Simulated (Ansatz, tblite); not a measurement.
Forces on Pt2Au3⁺ at its PBE-D4/def2-SVP geometry. Total charge 1; singlet.

In the def2 sets Au, Pt take a core potential; there is no spin–orbit coupling. The xTB rows come from tblite. The restricted singlet is unstable towards broken spin symmetry in Hartree–Fock (as tested in another run); at PBE-D4/def2-TZVP this wasn't settled. Another isomer (singlet) lies 0.04 eV lower at PBE0-D4/def2-TZVP; other spin states weren't run for this one.

GFN1-xTB (tblite), largest force 2.82 eV/Å:

```xyz
5
positions Å, forces eV/Å
Pt   -0.594    1.569   -0.283    1.985   -1.459   -1.371
Pt    0.122   -0.794   -0.743   -0.596    2.002    0.860
Au    0.310   -0.021    1.830   -0.263   -0.173    0.203
Au   -1.241   -2.156    1.042    0.700    0.384   -0.789
Au    1.403    1.403   -1.846   -1.826   -0.754    1.096
```

GFN2-xTB (tblite), largest force 1.09 eV/Å:

```
Pt 0.236 0.371 -0.498
Pt 0.061 0.088 -0.413
Au -0.010 -0.190 1.076
Au 0.157 -0.002 -0.191
Au -0.444 -0.267 0.026
```

PBE-D4/def2-TZVP (Ansatz), largest force 0.45 eV/Å:

```
Pt 0.301 -0.331 -0.058
Pt -0.083 0.327 0.284
Au -0.158 -0.079 -0.327
Au 0.184 0.198 -0.082
Au -0.243 -0.116 0.183
```
